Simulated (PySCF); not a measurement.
**A ladder of Hamiltonians for Ba⁴⁴⁺ (barium, charge +44)**

Occupied: 1s1/2, 2s1/2, 2p1/2, 2p3/2, 3s1/2. Hartree-Fock calculated with PySCF 2.14 in an uncontracted even-tempered set (17 s from 4.5 bohr⁻², ratio 2.7; 13 p from 5.4 bohr⁻², ratio 2.7), Gaussian nucleus throughout. NR is non-relativistic, sf-X2C the spin-free one-electron X2C Hamiltonian, X2C adds the bare one-electron spin-orbit term, X2C-SNSO screens it by Boettger's factors, DC is four-component Dirac-Coulomb, and the Gaunt and Breit terms are added at first order (total energies over the DC spinors, levels after relaxing the spinors in that mean field). QED terms are absent. Levels marked empty are virtual spinors of this ion; the basis has s and p functions only, so 3d, which can lie below the n = 4 levels, is absent.

```csv
Hamiltonian,E (hartree),E − E(DC) (hartree),CPU seconds
NR,-6049.4990,235.8412,0.28
sf-X2C,-6280.7748,4.5654,0.16
X2C,-6283.4799,1.8604,0.19
X2C-SNSO,-6283.2825,2.0578,0.23
DC,-6285.3403,0.0000,12
DC+Gaunt,-6279.4210,5.9193,20
DC+Breit,-6279.9449,5.3953,68
```

Give the 2p spin-orbit interval with each Hamiltonian that has one.

X2C 413.9; X2C-SNSO 398.3; DC 397.2; DC+Gaunt 392.1; DC+Breit 392.1 (eV).

```tsv
level (eV)	NR	sf-X2C	X2C	X2C-SNSO	DC	DC+Gaunt	DC+Breit
1s1/2	-38886.7	-40582.4	-40578.8	-40579.0	-40615.0	-40518.9	-40525.2
2s1/2	-8361.0	-8827.3	-8826.4	-8826.5	-8831.0	-8821.1	-8821.8
2p1/2	-8066.0	-8218.7	-8506.2	-8494.9	-8497.1	-8480.0	-8481.8
2p3/2	-8066.0	-8218.7	-8092.3	-8096.7	-8099.9	-8087.9	-8089.7
3s1/2	-3403.2	-3545.5	-3545.3	-3545.3	-3546.4	-3543.8	-3544.1
3p1/2 (empty)	-3235.0	-3294.0	-3366.1	-3363.3	-3363.8	-3359.5	-3360.1
3p3/2 (empty)	-3235.0	-3294.0	-3262.1	-3263.2	-3263.8	-3260.9	-3261.5
4s1/2 (empty)	-1798.0	-1853.5	-1853.4	-1853.4	-1853.8	-1852.9	-1853.0
```

Weight of the small component: 1s1/2 0.0429, 2s1/2 0.00961, 2p1/2 0.00951, 2p3/2 0.00902, 3s1/2 0.00363, 3p1/2 0.00356, 3p3/2 0.00343, 4s1/2 0.00172.

Koopmans' value for the highest occupied level at DC+Breit: 3544.1 eV, against an ionisation energy of 3546 ± 4 eV (theoretical estimate listed by NIST; NIST Atomic Spectra Database, ionization energies); the former lacks relaxation, correlation, QED and recoil.

The whole ladder took 100 s of wall time on 1 thread of Intel(R) Xeon(R) Platinum 8375C CPU @ 2.90GHz (shared host), launched as `OMP_NUM_THREADS=1 python relrun2.py TASK.json OUT` (a driver that calls PySCF for each Hamiltonian).
